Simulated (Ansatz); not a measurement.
One change: `F[SiH2]O[SiH2][SiH3]` becomes `C[SiH2]O[SiH2]F`.

Ansatz, PBE0-D4/def2-TZVP geometries, multiplicity 1. Each molecule was computed in one conformer, which needn't be the lowest.

| property | `F[SiH2]O[SiH2][SiH3]` |
| --- | --- |
| size of the dipole moment (PBE/def2-TZVPP) / D | 1.13 |
| HOMO–LUMO gap (B3LYP/def2-TZVPP) / eV | 7.20 |
| HOMO energy (PBE0/def2-TZVPP) / eV | -8.13 |
| HOMO–LUMO gap (ωB97M-V/def2-TZVPP) / eV | 11.38 |
| LUMO energy (ωB97M-V/def2-TZVPP) / eV | 1.19 |
| LUMO energy (PBE/def2-TZVPP) / eV | -1.44 |

**Question.** Give the same properties after the change, and the shifts. (Best estimate.)

**Answer.** Ansatz gave: 
```json
{"property": "size of the dipole moment (PBE/def2-TZVPP) / D", "`C[SiH2]O[SiH2]F`": "0.85", "shift": "-0.28"}
{"property": "HOMO–LUMO gap (B3LYP/def2-TZVPP) / eV", "`C[SiH2]O[SiH2]F`": "8.75", "shift": "1.55"}
{"property": "HOMO energy (PBE0/def2-TZVPP) / eV", "`C[SiH2]O[SiH2]F`": "-8.76", "shift": "-0.63"}
{"property": "HOMO–LUMO gap (ωB97M-V/def2-TZVPP) / eV", "`C[SiH2]O[SiH2]F`": "13.13", "shift": "1.75"}
{"property": "LUMO energy (ωB97M-V/def2-TZVPP) / eV", "`C[SiH2]O[SiH2]F`": "2.08", "shift": "0.89"}
{"property": "LUMO energy (PBE/def2-TZVPP) / eV", "`C[SiH2]O[SiH2]F`": "-0.48", "shift": "0.96"}
```

With PBE0 the HOMO falls by 0.63 eV and the LUMO rises by 0.98 eV, so the gap widens by about 1.61 eV. PBE moves the HOMO by -0.41 eV and ωB97M-V by -0.85 eV. Dipoles are sizes alone; their direction can turn.

B3LYP here is the variant with VWN-RPA as its local correlation; programs differ in this.
